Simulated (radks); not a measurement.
Question: Isoelectronic series with 8 electrons, all held in the configuration [He] 2s2 2p4, which need not be the ground one along the series. Calculated with a radial shooting solver on a logarithmic mesh with Libxc functionals: Dirac Kohn-Sham, PBE, spin-unpolarised, spherical densities, finite nucleus; open shells fill j = l - 1/2 first; Fermi nuclear charge, rms radius of each element as measured or else 0.836 A^(1/3) + 0.57 fm. Total energies (hartree) and orbital eigenvalues (hartree):

ion    E (hartree)      2p3/2      2p1/2      2s1/2      1s1/2
F+       -99.03362   -1.03907   -1.04181   -1.74113  -25.13919
Si6+    -272.21993   -8.45802   -8.48677   -9.96405  -71.54801
K11+    -534.15996  -22.17902  -22.30307  -24.57188  -143.3637
Cr16+   -885.86549  -42.17290  -42.53445  -45.61007  -240.8343
Cu21+  -1328.77971  -68.44746  -69.29041  -73.19342  -364.3668
Ru36+  -3225.81476  -185.1852  -190.4495  -197.0193  -897.4180
In41+  -4057.13913  -236.8485  -245.2813  -252.8250  -1132.030
Xe46+  -4994.23864  -294.9603  -307.8820  -316.4555  -1396.936
Pr51+   -6042.0147  -359.5744  -378.6823  -388.3513  -1693.567

Estimate the row of Se26+.

Answer: E (hartree) -1864.77060; 2p3/2 -101.0219; 2p1/2 -102.7234; 2s1/2 -107.4802; 1s1/2 -514.4993.
